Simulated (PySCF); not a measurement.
UHF on Sr⁻ (strontium, charge -1), [Kr] 4d1 5s2, 2D determinant. Computed with PySCF 2.14 in x2c-TZVPPall with one added diffuse shell each of s, p, d, f type (9s7p7d3f1g, 95 functions), with scalar relativity by spin-free X2C-1e.

```
cycle= 1 E= -3177.28605291166  delta_E= -5.66e-05  |g|= 0.00152  |ddm|= 0.0158
cycle= 2 E= -3177.28606595351  delta_E= -1.3e-05  |g|= 0.000858  |ddm|= 0.00673
cycle= 3 E= -3177.28607191659  delta_E= -5.96e-06  |g|= 0.000344  |ddm|= 0.00636
cycle= 4 E= -3177.28607301336  delta_E= -1.1e-06  |g|= 0.000184  |ddm|= 0.00275
cycle= 5 E= -3177.28607346103  delta_E= -4.48e-07  |g|= 9.16e-05  |ddm|= 0.00206
cycle= 6 E= -3177.28607357358  delta_E= -1.13e-07  |g|= 3.01e-05  |ddm|= 0.00114
cycle= 7 E= -3177.28607358265  delta_E= -9.07e-09  |g|= 8.02e-06  |ddm|= 0.000326
cycle= 8 E= -3177.28607358329  delta_E= -6.46e-10  |g|= 1.83e-06  |ddm|= 9.26e-05
converged SCF energy = -3177.28607358329  <S^2> = 0.75100537  2S+1 = 2.0010051
```

Highest occupied orbital energy: 0.907 eV; ⟨L²⟩ = 6.00; populations by l: s 10.00, p 18.00, d 11.00, f 0.00.

Can this result be used?

With care. Self-consistency was reached. The configuration of this anion was assumed by filling the next shell in order. It is not the known or likely ground configuration (Ca⁻, Sr⁻ and Ba⁻, for instance, bind a p electron), so these values are not the electron affinity of the element. At UHF the highest occupied level has a positive energy, so only the finite basis holds that electron.
